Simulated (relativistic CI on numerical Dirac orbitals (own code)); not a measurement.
Ligand-field terms of d6

Computed with a parametric ligand-field model of a d^n configuration (Racah B and C, spin-orbit zeta, crystal field), exact diagonalisation.

Field parameters in Wybourne normalisation: D3d B²₀ = −7Dσ, B⁴₀ = −14Dq − 21Dτ, B⁴₃ = −14√(10/7) Dq; D4h B²₀ = −7Ds, B⁴₀ = 21(Dq − Dt), B⁴₄ = 21√(5/14) Dq; Oh B⁴₀ = 21Dq, B⁴₄ = √(5/14) B⁴₀. The field is a parameter set, without covalency.

Task: Ground term and bands for B = 920, C = 4630, ζ = 0 cm⁻¹, D4h, 10Dq = 9850, Ds = -1210, Dt = 300 cm⁻¹?

Result: Ground term 5B2 with 2.00 electrons in the two orbitals of the cubic e set. Spin-allowed: 5E 5130 cm⁻¹ (1949 nm), 5B1 9850 cm⁻¹ (1015 nm), 5A1 13190 cm⁻¹ (758 nm). Lowest spin-forbidden: 3E 18994 cm⁻¹ (526 nm), 3A2 21451 cm⁻¹ (466 nm), 3E 22464 cm⁻¹ (445 nm).

Task: Ground term and bands for B = 940, C = 3870, ζ = 0 cm⁻¹, Oh, 10Dq = 5000 cm⁻¹?

Result: Ground term 5T2 with 2.00 electrons in the two orbitals of the cubic e set. Spin-allowed: 5E 5000 cm⁻¹ (2000 nm). Lowest spin-forbidden: 3T1 16208 cm⁻¹ (617 nm), 3T2 18380 cm⁻¹ (544 nm), 3T1 20208 cm⁻¹ (495 nm).

Task: Ground term and bands for B = 780, C = 2870, ζ = 0 cm⁻¹, Oh, 10Dq = 7250 cm⁻¹?

Result: Ground term 5T2 with 2.00 electrons in the two orbitals of the cubic e set. Spin-allowed: 5E 7250 cm⁻¹ (1379 nm). Lowest spin-forbidden: 3T1 9172 cm⁻¹ (1090 nm), 1A1 9716 cm⁻¹ (1029 nm), 3T2 12163 cm⁻¹ (822 nm).

Task: A d6 ion in Oh symmetry has the ground term 1A1 and bands at 3T1 29285 cm⁻¹ (341 nm), 3T2 34904 cm⁻¹ (287 nm), 1T1 36341 cm⁻¹ (275 nm), 1T2 47647 cm⁻¹ (210 nm), 5T2 48234 cm⁻¹ (207 nm), 1T2 74104 cm⁻¹ (135 nm), 1E 74564 cm⁻¹ (134 nm). Which parameters reproduce them?

Result: B = 800, C = 3330, ζ = 0 cm⁻¹, Oh, 10Dq = 38750 cm⁻¹.

Task: Ground term and bands for B = 1030, C = 4670, ζ = 0 cm⁻¹, D3d, 10Dq = 33650, Dσ = 140, Dτ = 210 cm⁻¹?

Result: Ground term 1A1 with 0.04 electrons in the two orbitals of the cubic e set. Spin-allowed: 1A2 30791 cm⁻¹ (325 nm), 1E 31664 cm⁻¹ (316 nm), 1A1 44145 cm⁻¹ (227 nm), 1E 45495 cm⁻¹ (220 nm). Lowest spin-forbidden: 3A2 20815 cm⁻¹ (480 nm), 3E 21605 cm⁻¹ (463 nm), 3A1 27386 cm⁻¹ (365 nm).
